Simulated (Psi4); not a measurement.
Pair of molecules: H2S (SMILES S) (first 3 atoms) with CH3Cl (SMILES CCl); geometry from B3LYP-D3(BJ)/def2-TZVP, rigid monomers moved along the line of their centres of mass till H3···Cl5 is 3.12 Å.
(charge 0, multiplicity 1):
```xyz
8

S     -1.99327    -0.38724    -0.43805
H     -1.26360     0.64389    -0.89302
H     -0.90949    -1.01259     0.05505
C     -0.13926    -0.20773     3.40343
Cl     1.02211    -1.23963     2.49682
H     -0.53388    -0.79115     4.22945
H      0.39799     0.66181     3.76906
H     -0.93153     0.08280     2.71967
```

Computed with SAPT0/jun-cc-pV(D+d)Z (Psi4).

Question: Which attractive term is largest, and how does the interaction split up?

Answer: electrostatics -1.75, exchange 1.24, induction -0.29, dispersion -0.86, total -1.66 kcal/mol; the largest attraction is electrostatics.
